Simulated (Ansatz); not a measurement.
Geometry optimisation, Ansatz 0.2.0, RKS PBE-D4/def2-SVP.

Input file:

```yaml
crystal:
  periodic: [false, false, false]
  atoms:
    - { symbol: Ge, position_ang: [0.0, 0.0, 0.0] }
    - { symbol: O, position_ang: [0.0, 0.0, 2.12] }
    - { symbol: H, position_ang: [-0.9095, -0.2814, 2.4571] }
    - { symbol: O, position_ang: [1.6691, 0.0, -0.5894] }
    - { symbol: H, position_ang: [1.9855, -0.9521, -0.7061] }
    - { symbol: H, position_ang: [-0.73, 1.2648, -0.5162] }
    - { symbol: O, position_ang: [-0.8337, -1.4443, -0.5894] }
    - { symbol: H, position_ang: [-1.2883, -1.91, 0.183] }
    - { symbol: S, position_ang: [1.3373, 2.0168, 0.8041] }
    - { symbol: H, position_ang: [2.4142, 1.5819, 1.5858] }
    - { symbol: H, position_ang: [0.6955, 1.0488, 1.9464] }
basis:
  gaussian: { orbitals: def2-SVP }
hamiltonian:
  xc: pbe
  dispersion: d4
relax:
  f_tol: 0.15
  max_steps: 25
  restrain:
    - { distance: [0, 8], at: 3.45, k: 30.0 }
    - { distance: [10, 1], at: 2.21, k: 30.0 }
    - { distance: [0, 1], at: 1.77, k: 30.0 }
    - { distance: [10, 8], at: 1.4, k: 30.0 }
```

Command:

```bash
$ ansatz run input.yaml --threads 4 --pin off --max-ram 5120MiB --backend cpu --events-out ev --progress --plain --runs-dir out
```

Q: Where does it end, and by what steps?

A: The run converged. The restraints hold the end off the free minimum; the threshold counts their pulls, which the force column leaves out. Restrained pairs: Ge1–S9 (2.55 → 3.45 Å), O2–H11 (1.27 → 2.21 Å), Ge1–O2 (2.12 → 1.79 Å), S9–H11 (1.63 → 1.39 Å). After 10 steps the energy has fallen by 2.383 eV (the restraints' own energy left out); S9 moved furthest, 0.95 Å.

| step | energy less start (eV) | largest force component (eV/Å) | accepted |
| --- | --- | --- | --- |
| 0 | 0.0000 | 3.456 | yes |
| 1 | -0.7282 | 3.789 | yes |
| 2 | -1.0403 | 5.240 | yes |
| 3 | -1.5335 | 3.774 | yes |
| 4 | -2.0750 | 1.064 | yes |
| 5 | -2.2190 | 0.855 | yes |
| 6 | -2.3214 | 0.615 | yes |
| 7 | -2.3560 | 0.554 | yes |
| 8 | -2.3581 | 0.783 | yes |
| 9 | -2.3766 | 0.493 | yes |
| 10 | -2.3827 | 0.490 | yes |

```xyz
11
Properties=species:S:1:pos:R:3
Ge -0.137 -0.083 0.091
O -0.263 -0.279 1.862
H -1.095 0.093 2.209
O 1.615 -0.203 -0.277
H 1.790 -1.073 -0.683
H -0.790 1.171 -0.512
O -0.927 -1.520 -0.638
H -0.886 -2.262 -0.005
S 1.641 2.475 1.582
H 2.301 1.588 0.779
H 1.090 1.417 2.287
```

Time of the run: 13 s on 4 threads of Arm Neoverse V2, with other jobs on the host, peak memory 0.18 GiB.
